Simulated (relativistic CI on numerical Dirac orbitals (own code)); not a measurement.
# L2,3 absorption of cobalt in several valence states

Computed multiplet spectra 2p⁶3dⁿ → 2p⁵3dⁿ⁺¹ (Dirac-Coulomb-Breit ions, Slater integrals scaled by 0.8, an assumed crystal field that grows with the charge, no charge transfer; 300 K; Lorentzian 0.4 eV and Gaussian 0.3 eV FWHM at both edges, so that L2 comes out sharper than in experiment). Peaks over 5 % are given in eV from the highest peak in the L3 region of each spectrum (height, largest 100). S of the lowest state is read from ⟨S²⟩, and the branching ratio is the share of L3, cut at the minimum between the edges.

Field parameters in Wybourne normalisation: Oh B⁴₀ = 21Dq, B⁴₄ = √(5/14) B⁴₀. The field is a parameter set, without covalency.

- Co²⁺ (d7, Oh, 10Dq = 13600 cm⁻¹): S = 1.50, high spin, branching ratio 0.81; peaks -3.6 (62), -1.8 (82), -1.4 (90), 0.0 (100), 1.3 (21), 2.5 (10), 12.3 (6), 13.5 (25), 14.3 (25), 14.9 (24), 16.2 (7)
- Co³⁺ (d6, Oh, 10Dq = 17600 cm⁻¹): S = 0.21, low spin, branching ratio 0.73; peaks -3.0 (14), -2.3 (17), 0.0 (100), 1.2 (35), 2.0 (35), 14.3 (34), 14.9 (23), 16.1 (15)
- Co⁵⁺ (d4, Oh, 10Dq = 25550 cm⁻¹): S = 1.91, high spin, branching ratio 0.69; peaks -3.9 (20), -3.0 (51), -1.4 (34), 0.0 (100), 1.8 (56), 3.7 (21), 10.0 (11), 11.7 (37), 12.7 (18), 14.4 (22), 16.1 (27), 17.6 (10), 18.7 (6)

Problem. What spin state follows for Co⁴⁺ in Oh, 10Dq = 21550 cm⁻¹, and does its branching ratio lie nearer 2/3 or nearer 0.8?

Solution. Co⁴⁺ (d5, Oh, 10Dq = 21550 cm⁻¹): S = 2.50, high spin, branching ratio 0.77; peaks -2.8 (36), 0.0 (100), 1.7 (21), 4.2 (7), 12.8 (13), 15.5 (17), 17.3 (12). High-spin states, above all those with an unquenched orbital moment, raise the ratio above the statistical 2/3; low spin and nearly empty shells keep it near or below 2/3.

The centroid of the whole edge, which also moves with the branching ratio, lies at 784.0 (Co²⁺), 787.9 (Co³⁺), 791.2 (Co⁴⁺), 796.0 (Co⁵⁺) eV in this ionic model, in steps of 3.3 to 4.8 eV. Compounds show about 1 to 2 eV a unit and lower energies for the high valences, since ligands screen the charge. The multiplet shape follows the d count and the spin state, and so serves as a fingerprint of valence. Real compounds of Co⁴⁺, Co⁵⁺ are mostly low spin, since covalency shrinks the Slater integrals more than this scale does. Co³⁺ lies at a spin crossover. Co⁵⁺ lies at a spin crossover.
